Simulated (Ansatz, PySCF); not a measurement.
C3H7FSi, SMILES FC1C[SiH2]C1. Atoms are numbered in the order given.

```xyz
12

F     -2.1574    -0.0073     0.0000
C     -0.8572    -0.4734     0.0000
C     -0.0137     0.0231    -1.1911
Si     1.4643     0.0206     0.0000
C     -0.0137     0.0231     1.1911
H     -0.9058    -1.5775     0.0000
H     -0.0680    -0.5680    -2.1151
H     -0.2978     1.0662    -1.4104
H      2.3858     1.1906     0.0000
H      2.2605    -1.2393     0.0000
H     -0.0680    -0.5680     2.1151
H     -0.2978     1.0662     1.4104
```

Geometry: ωB97X-D3(BJ)/def2-SVP. This is a generated structure with no PubChem entry under its InChIKey; it may be hypothetical.

Two levels are set side by side: PBE-D3(BJ)/def2-SVP (Ansatz, a quantum-chemistry and plane-wave program) and ωB97X-D3(BJ)/def2-SVP (PySCF). Each level has its own optimised geometry; the coordinates shown are those of the second. Frequencies come from the Hessian of PySCF at each geometry. Differences are taken from unrounded values.

```csv
quantity,ωB97X-D3(BJ),PBE-D3(BJ),PBE-D3(BJ) minus ωB97X-D3(BJ)
mean bond length (Å),1.396,1.405,0.009
bond F1–C2 (Å),1.381,1.391,0.010
bond C2–C3 (Å),1.542,1.545,0.003
bond C2–C5 (Å),1.542,1.545,0.003
bond C3–Si4 (Å),1.898,1.913,0.015
bond Si4–C5 (Å),1.898,1.913,0.015
bond C2–H6 (Å),1.105,1.115,0.010
bond C3–H7 (Å),1.098,1.105,0.007
bond C3–H8 (Å),1.103,1.111,0.008
bond Si4–H9 (Å),1.489,1.503,0.013
bond Si4–H10 (Å),1.490,1.503,0.013
bond C5–H11 (Å),1.098,1.105,0.007
bond C5–H12 (Å),1.103,1.111,0.008
highest harmonic wavenumber (cm⁻¹),3189,3092,-97
mean harmonic wavenumber (cm⁻¹),1354,1296,-58
zero-point energy (kcal/mol),58.07,55.58,-2.49
```

GGA bonds tend to be longer and softer than those of functionals with exact exchange. Differences between two approximate levels are no errors against the true value.
